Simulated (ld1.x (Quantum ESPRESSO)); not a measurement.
## Before and after: RRKJ potential for Cl

- Element: chlorine (Cl)
- Generator: ld1.x (Quantum ESPRESSO) 7.5
- Type: norm-conserving RRKJ (Kleinman–Bylander form)
- Functional: revPBE
- Relativity: scalar-relativistic
- Frozen core: [Ne]
- Valence charge: 7
- Reference configuration: 3s2 3p3.5 (charge +1.5)
- Partial waves: 3p (bound): rc 1.20 bohr; 3d channel at -0.05 Ry: rc 1.25 bohr; 3s (bound): rc 0.90 bohr
- Local potential: the s channel
- Core correction: none

All-electron outer shells of the reference configuration (revPBE, scalar-relativistic, ld1.x):

```csv
shell,level (eV),outermost node (bohr),outermost maximum (bohr)
3s,-38.34,0.55,1.26
3p,-25.37,0.53,1.37
```

Change: core correction a·sin(br)/r model core inside 0.36 bohr.

Cutoffs: the cutoffs (Ry, on a coarse ladder) from which the occupation-weighted sum of valence levels, in a spherical-Bessel basis at the reference potential, stays within 10 and 1 mRy of its value at 400 Ry; they do not see the model core or the augmentation charge, which bear on the density cutoff. Errors are all-electron minus pseudo energies relative to the spin-unpolarised reference configuration.

Task: What does the change do?

Result: The potential gets neither clearly harder nor softer (110 Ry and 300 Ry → 110 Ry and 300 Ry); of the 7 tests that both files solve, the error grows in 0 and shrinks in 2 by more than 15 % and 0.3 meV (median size 21.4 → 11.7 meV); neither file shows a bound ghost. A model core, the more so a compact one, raises the density cutoff, which this test does not measure.

| quantity | base | changed |
| --- | --- | --- |
| cutoff, loose | 110 Ry | 110 Ry |
| cutoff, tight | 300 Ry | 300 Ry |
| bound ghosts | none | none |
| error for 3s2 3p5, meV [ΔE -25.02 eV] | +21 | +20 |
| error for 3s2 3p4, meV [ΔE -11.18 eV] | +4.2 | +4.0 |
| error for 3s2 3p3, meV [ΔE 14.25 eV] | +3.7 | +3.3 |
| error for 3s2 3p1, meV [ΔE 104.74 eV] | +221 | +178 |
| error for 3s2 3p4.5, meV [ΔE -19.46 eV] | +12 | +12 |
| error for 3s2 3p2, meV [ΔE 52.53 eV] | +56 | +49 |
| error for 3s1 3p5, meV [ΔE 1.55 eV] | +61 | -8.5 |
| s: phases at 1.35 bohr within 0.05 rad from the reference energy up to (Ry; the scan ends near 5) | 0.4 | 0.4 |
| p: phases at 1.35 bohr within 0.05 rad from the reference energy up to (Ry; the scan ends near 5) | 4.8 | 4.8 |
| d: phases at 1.35 bohr within 0.05 rad from the reference energy up to (Ry; the scan ends near 5) | to the end of the scan | to the end of the scan |
